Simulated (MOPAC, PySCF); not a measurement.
H₇NSi₂, SMILES `[SiH3][SiH2]N`, neutral singlet in the gas phase. 

Cartesian coordinates (Å):
```xyz
10

N     -1.8445     0.4689     0.3081
Si    -0.6031    -0.3623    -0.5943
Si     1.6046    -0.0708     0.1864
H     -2.0151     0.1595     1.2628
H     -1.8423     1.4865     0.2783
H     -0.6774     0.1280    -2.0073
H     -0.9316    -1.8230    -0.5599
H      1.7265    -0.5507     1.6021
H      2.6047    -0.8177    -0.6447
H      1.9782     1.3816     0.1684
```
Charge 0, multiplicity 1.

All levels are single points at this geometry (PBE-D3(BJ)/def2-TZVP); Pople sets use spherical d functions. Orbital energies aren't observables, and empty levels follow the basis.

```json
[
 {"level": "PBE-D3(BJ)/def2-TZVP in PySCF", "HOMO (eV)": "-5.83", "LUMO (eV)": "-1.03", "gap (eV)": "4.79", "dipole (D)": "1.28", "vertical IE, Delta-SCF (eV)": "8.82"},
 {"level": "B3LYP/6-311+G** in PySCF", "HOMO (eV)": "-6.90", "LUMO (eV)": "-0.67", "gap (eV)": "6.23", "dipole (D)": "1.06", "vertical IE, Delta-SCF (eV)": "–"},
 {"level": "B3LYP/LANL2DZ in PySCF", "HOMO (eV)": "-6.52", "LUMO (eV)": "0.20", "gap (eV)": "6.71", "dipole (D)": "1.22", "vertical IE, Delta-SCF (eV)": "–"},
 {"level": "BP86/6-31G* in PySCF", "HOMO (eV)": "-5.63", "LUMO (eV)": "-0.65", "gap (eV)": "4.98", "dipole (D)": "1.39", "vertical IE, Delta-SCF (eV)": "–"},
 {"level": "SVWN5/6-31G* in PySCF", "HOMO (eV)": "-5.59", "LUMO (eV)": "-0.78", "gap (eV)": "4.81", "dipole (D)": "1.40", "vertical IE, Delta-SCF (eV)": "8.77"},
 {"level": "HF/3-21G in PySCF", "HOMO (eV)": "-9.68", "LUMO (eV)": "3.60", "gap (eV)": "13.28", "dipole (D)": "1.27", "vertical IE, Delta-SCF (eV)": "–"},
 {"level": "HF/6-31G* in PySCF", "HOMO (eV)": "-9.89", "LUMO (eV)": "3.32", "gap (eV)": "13.21", "dipole (D)": "1.22", "vertical IE, Delta-SCF (eV)": "8.30"},
 {"level": "AM1 in MOPAC", "HOMO (eV)": "-9.42", "LUMO (eV)": "-0.72", "gap (eV)": "8.70", "dipole (D)": "0.94", "vertical IE, Delta-SCF (eV)": "–"},
 {"level": "PM7 in MOPAC", "HOMO (eV)": "-9.45", "LUMO (eV)": "0.34", "gap (eV)": "9.79", "dipole (D)": "1.26", "vertical IE, Delta-SCF (eV)": "–"}
]
```
